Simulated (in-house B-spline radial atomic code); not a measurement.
The numbers below are computed, except where a source is named.
# Stopping and range of 50 keV W in InSb

The pair potential comes from two frozen, spherical free-atom densities (PBE, B-spline radial code, scalar-relativistic past argon): electrostatics plus the change in Thomas-Fermi kinetic and Dirac exchange energy where they overlap, the recipe behind the universal ZBL potential, which averages such potentials (from solid-state densities) over many pairs. It is written V = (Z1 Z2 e²/r) φ(r/a), with e² = 14.3996 eV·Å and a = 0.46850 Å/(Z1^0.23 + Z2^0.23); ZBL's fit is φ = 0.18175 e^(−3.1998x) + 0.50986 e^(−0.94229x) + 0.28022 e^(−0.4029x) + 0.02817 e^(−0.20162x). Where φ falls below 4e-4 it is continued as an exponential.

The target is taken as amorphous, with density 5.77 g/cm³ (NSM archive of the Ioffe Institute); channelling is ignored. Masses: W 183.84, In 114.82, Sb 121.76 u. Nuclear stopping is S_n = 4π a Z1 Z2 e² M1/(M1 + M2) × s_n(ε), with s_n integrated over impact parameters for each pair. Electronic stopping is Lindhard and Scharff's S_e = Z1^(1/6) 8π e² a0 Z1 Z2/(Z1^(2/3) + Z2^(2/3))^(3/2) × v/v0, with a0 = 0.529177 Å and v = v0 at 24.801 keV/u; it misses the oscillations with Z1 seen in experiment, which reach tens of per cent. Compounds add by atom fraction.

```csv
target atom,a (Å),ε at this energy,"s_n, this pair","s_n, ZBL potential"
In,0.09117,0.03357,0.2398,0.2471
Sb,0.09077,0.03328,0.2392,0.2464
```

Q: What are the atom density and the stopping powers at entry?

A: N = 5.77 × 0.602214/118.29 = 0.02938 atoms/Å³. For In: S_n = 36820 × 0.2398 = 8829 eV·Å², S_e = 3.8576 × √50000 = 862.6 eV·Å². For Sb: S_n = 37290 × 0.2392 = 8919 eV·Å², S_e = 3.9457 × √50000 = 882.3 eV·Å². Averaged over the target's atoms (half each) and times N × 10 Å/nm, the ion loses N S_n = 2610 eV/nm to recoils and N S_e = 256 eV/nm to electrons; the nuclear share is 91 %.

Along the track:

```json
{"E (keV)": "2.5", "N S_n (eV/nm)": "779", "N S_e (eV/nm)": "57.3"}
{"E (keV)": "7.5", "N S_n (eV/nm)": "1300", "N S_e (eV/nm)": "99.3"}
{"E (keV)": "15", "N S_n (eV/nm)": "1730", "N S_e (eV/nm)": "140"}
{"E (keV)": "25", "N S_n (eV/nm)": "2090", "N S_e (eV/nm)": "181"}
{"E (keV)": "37.5", "N S_n (eV/nm)": "2390", "N S_e (eV/nm)": "222"}
{"E (keV)": "50", "N S_n (eV/nm)": "2610", "N S_e (eV/nm)": "256"}
```

Q: Estimate the path length and the projected range.

A: With continuous slowing down the path is the integral of dE/(N (S_n + S_e)). Trapezoids over the table give 24.1 nm, and the stretch below the first row, with stopping taken as √E, adds 2E/(N S) = 6 nm: 30 nm in all, against 29.8 nm on a fine grid from 5 eV. Deflections shorten the depth: to first order in the energy passed on, N (S_n + S_e) dR_p/dE = 1 − N S_n (M2/M1) R_p/(2E), summed over the target's atoms, and integrating this on the fine grid gives R_p = 19.2 nm, 0.64 of the path. Lindhard's rule of thumb R/(1 + M2/3M1), with mean M2/M1 = 0.64, gives 24.5 nm. On the ZBL potential the same equation gives 18.7 nm, and the full integral equation, which keeps hard collisions, 19.2 nm.
